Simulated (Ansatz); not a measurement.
Calculated with Ansatz (gas phase, PBE0-D4/def2-TZVP geometries, no zero-point term in ΔE). CCSD(T)/CBS is the MP2 limit (def2-TZVPP, def2-QZVPP) plus CCSD(T) − MP2 in def2-TZVPP, frozen cores. This one scheme is used for every species. Functionals use def2-TZVPP. Elements past krypton have def2 core potentials. For Sn outer-core shells are correlated without core-valence functions, which leaves a few kJ/mol of doubt a bond. One conformer a species, not always the lowest.

Reaction (formal hydrolysis of the Sn–C bond): `C[O][SnH]([CH3])[OH]` + H₂O → `C[O][SnH]([OH])[OH]` + CH₄

`C[O][SnH]([CH3])[OH]`:

Z-matrix (Å, degrees):
```
C
O 1 1.402
H 1 1.100 2 113.3
H 1 1.095 2 108.9 3 -119.5
H 1 1.098 2 111.7 3 121.6
Sn 2 1.966 1 121.9 3 -31.7
O 6 1.962 2 104.4 1 126.1
C 6 2.116 2 110.4 1 -121.8
H 6 1.715 2 105.8 1 9.4
H 7 0.960 6 112.7 2 -35.9
H 8 1.089 6 110.8 2 80.7
H 8 1.090 6 108.2 2 -39.3
H 8 1.090 6 109.3 2 -158.3
```

H₂O:

Cartesian coordinates in Å:
```
O -0.339 -0.152 -0.117
H -0.014 0.738 -0.270
H 0.352 -0.586 0.387
```

`C[O][SnH]([OH])[OH]`:

```xyz
11

C     1.689   -0.265    0.430
O     0.734   -1.025   -0.276
Sn   -1.130   -0.453   -0.357
O    -1.211    1.165   -1.458
O    -1.707    0.190    1.389
H     1.856    0.720   -0.026
H     1.406   -0.112    1.479
H     2.636   -0.810    0.410
H    -2.055   -1.762   -0.894
H    -0.524    1.202   -2.128
H    -1.694    1.150    1.432
```

CH₄:

Z-matrix (Å, degrees):
```
C
H 1 1.090
H 1 1.090 2 109.5
H 1 1.090 2 109.5 3 -120.0
H 1 1.090 2 109.5 3 120.0
```

(1) Is it downhill or uphill in electronic energy at CCSD(T)/CBS, and by how much? (An estimate is asked.)

(2) What do these levels give: PBE0-D4, ωB97X-V, B2PLYP, PBE, HF/def2-QZVPP, CCSD/CBS(def2)? (An estimate is asked.)

Largest T1 diagnostic among the species: 0.014.

Answers

(1) Computed: Downhill: ΔE = -0.46 eV.

(2) Ansatz gave: PBE0-D4 -0.44, ωB97X-V -0.53, B2PLYP -0.54, PBE -0.49, HF/def2-QZVPP -0.59, CCSD/CBS(def2) -0.45 eV.

In def2-TZVPP, CCSD(T) changes the Hartree–Fock value by +0.12 eV (the triples alone add −0.00 eV) and MP2 by +0.13 eV. From PBE to PBE0 (25 % exact exchange), in def2-TZVPP and without D4, ΔE moves by +0.04 eV.
